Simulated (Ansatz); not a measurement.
`C[N](C)[Sn][OH]`, 12 atoms. The species carries charge 0 and has multiplicity 1. Correlated methods include outer-core shells of Sn, which these sets cover unevenly. Sn takes the def2 core potential. All runs use 4 threads of an Arm Neoverse V1 on a shared host. Correlated methods freeze the cores.

(1) Give the basis size and wall time and peak host memory of each of these runs in Ansatz. RKS PBE0-D4/def2-QZVPP energy; RKS PBE0-D4/def2-TZVP frequencies; RKS r2SCAN0-D4/def2-TZVPP energy; RKS PBE0-D4/def2-TZVPP energy; RKS ωB97M-V/def2-SVP energy; direct RPA on PBE orbitals/def2-TZVPP energy; RKS r2SCAN-D4/def2-TZVPP energy and forces; RKS B2PLYP (frozen core)/def2-TZVPP energy; RHF-CCSD(T)/def2-SVP energy; RHF-CCSD(T)/def2-TZVPP energy; RKS PBE0-D4/def2-SVP energy; RHF-MP2/def2-QZVPP energy. (An estimate is asked.)

Results:

(1) Ansatz gave: Other jobs shared the machine, so times are rough.

```json
{"level": "RKS PBE0-D4/def2-SVP", "job": "energy", "functions": "117", "wall time": "1.6 s", "peak host memory (GiB)": "0.29"}
{"level": "RKS PBE0-D4/def2-TZVPP", "job": "energy", "functions": "272", "wall time": "4.2 s", "peak host memory (GiB)": "0.73"}
{"level": "RKS ωB97M-V/def2-SVP", "job": "energy", "functions": "117", "wall time": "6 s", "peak host memory (GiB)": "0.4"}
{"level": "RKS r2SCAN0-D4/def2-TZVPP", "job": "energy", "functions": "272", "wall time": "7.5 s", "peak host memory (GiB)": "0.76"}
{"level": "RKS r2SCAN-D4/def2-TZVPP", "job": "energy and forces", "functions": "272", "wall time": "7.5 s", "peak host memory (GiB)": "0.4"}
{"level": "RKS B2PLYP (frozen core)/def2-TZVPP", "job": "energy", "functions": "272", "wall time": "9.5 s", "peak host memory (GiB)": "0.86"}
{"level": "RKS PBE0-D4/def2-QZVPP", "job": "energy", "functions": "520", "wall time": "12 s", "peak host memory (GiB)": "2"}
{"level": "direct RPA on PBE orbitals/def2-TZVPP", "job": "energy", "functions": "272", "wall time": "13 s", "peak host memory (GiB)": "0.85"}
{"level": "RHF-CCSD(T)/def2-SVP", "job": "energy", "functions": "117", "wall time": "17 s", "peak host memory (GiB)": "0.77"}
{"level": "RHF-MP2/def2-QZVPP", "job": "energy", "functions": "520", "wall time": "38 s", "peak host memory (GiB)": "3.8"}
{"level": "RKS PBE0-D4/def2-TZVP", "job": "frequencies", "functions": "216", "wall time": "4.2 min", "peak host memory (GiB)": "0.63"}
{"level": "RHF-CCSD(T)/def2-TZVPP", "job": "energy", "functions": "272", "wall time": "8.4 min", "peak host memory (GiB)": "8.3"}
```
